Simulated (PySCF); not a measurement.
# Working out the ionisation energy of Al²⁺

Al²⁺ [Ne] 3s1 (2S) → Al³⁺ [Ne] (1S). Calculation: PySCF 2.14, in x2c-QZVPPall (9s6p4d2f1g, 70 functions); scalar relativity by spin-free X2C-1e. Frozen: 1s2. Energies in hartree (1 hartree = 27.21139 eV):

```
            part  Al²⁺ (lower)  Al³⁺ (upper)
             UHF   -241.466716   -240.434475
CCSD correlation     -0.165348     -0.154234
             (T)     -0.001215     -0.000988
```

Q: What does Hartree-Fock give?

A: (-240.434475) − (-241.466716) = 1.032241 hartree = 28.089 eV.

Q: What do CCSD and CCSD(T) give?

A: The CCSD correlation energies differ by 0.011114 hartree = 0.302 eV and the triples by 0.000227 hartree = 0.006 eV, so CCSD gives 28.391 eV and CCSD(T) 28.397 eV.

Measured between the centres of the two terms (NIST): 28.448 eV, so CCSD(T) (valence and next inner shell) is off by -0.051 eV.

What remains against the reference includes basis incompleteness, the frozen core and higher excitations.
